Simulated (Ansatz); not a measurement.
Cartesian coordinates in Å:
```
C 1.4008 -1.2250 -0.4483
Sn 0.6631 0.7562 -0.1068
Si -1.7940 0.6234 0.6244
Cl -2.7796 -0.6605 -0.6670
H 2.4134 -1.1794 -0.8489
H 1.4108 -1.7840 0.4871
H 0.7541 -1.7346 -1.1621
H 0.7782 1.6758 -1.5443
H 1.5951 1.5328 1.1020
H -1.9453 0.0646 1.9929
H -2.4967 1.9307 0.5709
```

Total charge 0; spin multiplicity 1. Sn takes the def2 core potential.

(1) List the PBE0/def2-TZVPP orbital energies in eV (Ansatz 0.2.0). (An estimate is asked.)

Answers

(1) The calculation gave: Occupied: -2767.32, -1803.60, -278.21, -259.17, -197.45, -197.32, -197.32, -145.84, -139.81, -100.55, -100.47, -100.46, -94.44, -94.42, -94.40, -28.22, -28.20, -28.18, -28.09, -28.08, -23.04, -19.46, -15.32, -13.57, -11.57, -11.56, -10.96, -10.73, -9.81, -9.03, -8.89, -8.57, -7.66. Lowest empty: -0.60, 0.01, 0.06, 0.79, 1.22, 1.50, 1.91, 2.25.
